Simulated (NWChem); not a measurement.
# InF, singlet; SMILES [In][F]

Computed with NWChem. Low-valent species are run as closed-shell singlets; no triplet was tried in these runs. The geometry was optimised at PBE0-D3(BJ)/def2-TZVP. def2 effective core potentials on In; no spin-orbit coupling. Level TPSS/def2-TZVP: single points from the atomic guess with DIIS by default; each run changes one setting, and all converged runs end within 0.3 mHa of each other. NWChem's automatic level shift, which a small gap switches on, acted in some of these runs.

Task: Which setting needs the most SCF iterations, or fails (DIIS on 20 Fock matrices; no DIIS, 40 % damping; occupation smearing of 0.005 Ha; defaults; level shift of 0.5 Ha throughout)?

Result: no DIIS, 40 % damping, with 30 against 9 for the defaults.
| setting | SCF iterations |
|---|---|
| defaults | 9 |
| occupation smearing of 0.005 Ha | 9 |
| no DIIS, 40 % damping | 30 |
| level shift of 0.5 Ha throughout | 21 |
| DIIS on 20 Fock matrices | 8 |
